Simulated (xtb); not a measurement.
xtb input (GFN2-xTB):

```bash
xtb mol.xyz --gfn 2 --sp --chrg 0 --uhf 0
```
mol.xyz:
```
7

S      0.00000000     0.00000000    -0.00000000
H      1.41402883    -0.00613539     0.00185772
H     -1.41402883     0.00613539    -0.00185772
H      0.00615167     1.41397409    -0.01257224
H     -0.00615167    -1.41397409     0.01257224
H     -0.00180308     0.01258019     1.41398625
H      0.00180308    -0.01258019    -1.41398625
```

End of the output:

```
         :::::::::::::::::::::::::::::::::::::::::::::::::::::
         ::                     SUMMARY                     ::
         :::::::::::::::::::::::::::::::::::::::::::::::::::::
         :: total energy              -6.068782082015 Eh    ::
         :: gradient norm              0.014424198037 Eh/a0 ::
         :: HOMO-LUMO gap              6.081108308574 eV    ::
         ::.................................................::
         :: SCC energy                -6.098539714072 Eh    ::
         :: -> isotropic ES           -0.001595296507 Eh    ::
         :: -> anisotropic ES          0.000238837741 Eh    ::
         :: -> anisotropic XC          0.000060885598 Eh    ::
         :: -> dispersion             -0.001925807147 Eh    ::
         :: repulsion energy           0.029757632057 Eh    ::
         :: add. restraining           0.000000000000 Eh    ::
         :: total charge              -0.000000000000 e     ::
         :::::::::::::::::::::::::::::::::::::::::::::::::::::

           -------------------------------------------------
          |                Property Printout                |
           -------------------------------------------------

    * Orbital Energies and Occupations

         #    Occupation            Energy/Eh            Energy/eV
      -------------------------------------------------------------
         1        2.0000           -0.7503968             -20.4193
         2        2.0000           -0.5359706             -14.5845
         3        2.0000           -0.5359706             -14.5845
         4        2.0000           -0.5359706             -14.5845
         5        2.0000           -0.3803796             -10.3507
         6        2.0000           -0.3803796             -10.3507 (HOMO)
         7                         -0.1569030              -4.2695 (LUMO)
         8                         -0.0657759              -1.7899
         9                         -0.0657759              -1.7899
        10                         -0.0657759              -1.7899
        11                          0.0787515               2.1429
        12                          0.0787515               2.1429
        13                          0.0787515               2.1429
        14                          0.8900206              24.2187
        15                          0.8900206              24.2187
      -------------------------------------------------------------
                  HL-Gap            0.2234766 Eh            6.0811 eV
             Fermi-level           -0.2686413 Eh           -7.3101 eV
Note: The following floating-point exceptions are signalling: IEEE_DENORMAL
normal termination of xtb

     #   Z          covCN         q      C6AA      α(0)
     1  16 S        5.481    -0.233   151.017    20.683
     2   1 H        0.914     0.039     2.467     2.457
     3   1 H        0.914     0.039     2.467     2.457
     4   1 H        0.914     0.039     2.467     2.457
     5   1 H        0.914     0.039     2.467     2.457
     6   1 H        0.914     0.039     2.467     2.457
     7   1 H        0.914     0.039     2.467     2.457

 Mol. C6AA /au·bohr⁶  :        471.080322
 Mol. C8AA /au·bohr⁸  :      14099.675475
 Mol. α(0) /au        :         35.424042

Wiberg/Mayer (AO) data.
largest (>0.10) Wiberg bond orders for each atom

 ---------------------------------------------------------------------------
     #   Z sym  total        # sym  WBO       # sym  WBO       # sym  WBO
 ---------------------------------------------------------------------------
     1  16 S    4.782 --     4 H    0.797     5 H    0.797     7 H    0.797
                             6 H    0.797     3 H    0.797     2 H    0.797
     2   1 H    0.998 --     1 S    0.797
     3   1 H    0.998 --     1 S    0.797
     4   1 H    0.998 --     1 S    0.797
     5   1 H    0.998 --     1 S    0.797
     6   1 H    0.998 --     1 S    0.797
     7   1 H    0.998 --     1 S    0.797
 ---------------------------------------------------------------------------

Topologies differ in total number of bonds
Writing topology from bond orders to xtbtopo.mol

molecular dipole:
                 x           y           z       tot (Debye)
 q only:        0.000       0.000       0.000
   full:        0.000       0.000      -0.000       0.000
molecular quadrupole (traceless):
                xx          xy          yy          xz          yz          zz
 q only:        0.000       0.000      -0.000      -0.000      -0.000       0.000
  q+dip:        0.000       0.000      -0.000      -0.000      -0.000       0.000
   full:        0.000       0.000      -0.000      -0.000      -0.000       0.000

           -------------------------------------------------
          | TOTAL ENERGY               -6.068782082015 Eh   |
          | GRADIENT NORM               0.014424198037 Eh/α |
          | HOMO-LUMO GAP               6.081108308574 eV   |
           -------------------------------------------------

------------------------------------------------------------------------
------------------------------------------------------------------------
 total:
 SCF:
```
